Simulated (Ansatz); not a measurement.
Titanium tetrachloride (`[Cl][Ti]([Cl])([Cl])[Cl]`), relaxed with RKS PBE-D4/def2-SVP in Ansatz from a rough embedded geometry. The force threshold is 0.03 eV/Å; the program also tests the step.

Total charge 0; spin multiplicity 1.

Start:

```xyz
5

Cl    1.263   -0.028   -1.966
Ti    0.003    0.017   -0.014
Cl    0.684   -1.744    1.315
Cl    0.324    1.953    1.158
Cl   -2.274   -0.199   -0.493
```

Problem. How much energy does the relaxation release, and in how many steps? (Best estimate.)

Solution. Ansatz gave: 0.59 eV, in 2 steps.

Problem. Which bonds change most? (Best estimate.)

Solution. Ansatz gave: Ti2–Cl5 from 2.337 to 2.173 Å; Cl1–Ti2 from 2.324 to 2.173 Å; Ti2–Cl3 from 2.309 to 2.173 Å; Ti2–Cl4 from 2.286 to 2.173 Å.

Problem. Give the relaxed structure. (Estimate.)

Solution. The calculation gave: 
```xyz
5

Cl    1.161    0.005   -1.838
Ti    0.000    0.001   -0.001
Cl    0.624   -1.665    1.246
Cl    0.326    1.864    1.069
Cl   -2.111   -0.204   -0.475
```
